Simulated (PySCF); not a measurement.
Compound: C6H10OSi (charge +1 and doublet state).
Atom-mapped SMILES: `[CH+:1]=[C:2][C@@H:3]([SiH3:4])[C@@H:5]([CH3:6])[CH:7]=[O:8]` (hydrogens: H9 on C1; H10 on C3; H11, H12, H13 on Si4; H14 on C5; H15, H16, H17 on C6; H18 on C7)

Cartesian coordinates in Å at the GFN2-xTB level; atoms count from 1:
```xyz
18
C6H10OSi angstrom
C      0.4847    2.6134   -0.1609
C      0.5188    1.4269   -0.3872
C      0.5614    0.0373   -0.6323
Si     2.1857   -0.6452    0.4556
C     -0.6729   -0.7321   -0.2594
C     -1.1905   -0.5195    1.1533
C     -1.7456   -0.1985   -1.2492
O     -2.1343   -0.8077   -2.1805
H      0.4443    3.6529    0.0001
H      0.8941   -0.1769   -1.6493
H      1.8710   -0.2024    1.8108
H      2.0906   -2.0824    0.2172
H      3.2775    0.0573   -0.2071
H     -0.5464   -1.7959   -0.4791
H     -1.2068    0.5361    1.4142
H     -0.5605   -1.0536    1.8624
H     -2.1975   -0.9190    1.2533
H     -2.0822    0.8156   -0.9734
```

The hyperfine couplings belong to this conformer and change with its torsions.

Computed, not measured: UKS B3LYP, pcH-1 on C H O Si, non-relativistic, mean-field spin-orbit, GIAO (PySCF). Geometry: GFN2-xTB, one conformer, isolated ion. A GFN2-xTB geometry isn't a minimum of the functional, and hyperfine couplings can be far from their values at a DFT geometry, by a factor of two or more for some ions and for spin on atoms past the first row. Stability of the SCF solution: not tested.

Question: Give the principal g shifts and their parts.

Answer: 
| Δg (ppm) | 1 | 2 | 3 |
| --- | --- | --- | --- |
| relativistic mass correction | -208 | -208 | -208 |
| gauge correction | 5 | 16 | 29 |
| orbital Zeeman/spin–orbit | -360 | 2423 | 3787 |
| total | -563 | 2231 | 3609 |

So g = 2.00176, 2.00455, 2.00593 and g_iso = 2.00408; the tensor is rhombic: the two nearest values differ by 33 % of g3 − g1. 

Question: What effective moment and Curie constant follow for a powder?

Answer: With the mean of g² = 4.0163 and S(S+1) = 0.75: μ_eff = √(⟨g²⟩S(S+1)) = 1.736 μB and χT = 0.12505·⟨g²⟩·S(S+1) = 0.377 cm³ K/mol (cgs; spin-Hamiltonian part alone).

Question: At 9.548 GHz, how far is the centre of the isotropic spectrum from where a free electron (g = 2.002319) resonates?

Answer: B = hν/(g μB) with μB/h = 13.99624 MHz/mT gives 340.70 mT for the free electron and 340.40 mT at g_iso, 0.30 mT lower.

Question: In a frozen sample, at which fields do the three g values resonate at 9.5, 34, 94 and 263 GHz (hyperfine left aside), and which band first spreads them over more than twice a line width of 0.3 mT?

Answer: 
| band | GHz | B(g3) mT | B(g2) mT | B(g1) mT | spread mT |
| --- | --- | --- | --- | --- | --- |
| X | 9.5 | 338.37 | 338.61 | 339.08 | 0.71 |
| Q | 34.0 | 1211.02 | 1211.85 | 1213.55 | 2.52 |
| W | 94.0 | 3348.12 | 3350.42 | 3355.10 | 6.98 |
| J | 263.0 | 9367.61 | 9374.05 | 9387.13 | 19.52 |

The spread grows in proportion to the frequency. X band is the first where it exceeds 0.6 mT.

The largest Mulliken spin populations are on C1 (+0.31), O8 (+0.28), C3 (+0.17) and Si4 (+0.10). Three atoms exceed +0.15.

The HOMO–LUMO gaps are 5.97 eV among the α and 1.97 eV among the β orbitals.

The SMILES draws the unpaired electron on C2; the largest computed Mulliken spin population is on C1 (0.31 against -0.03).
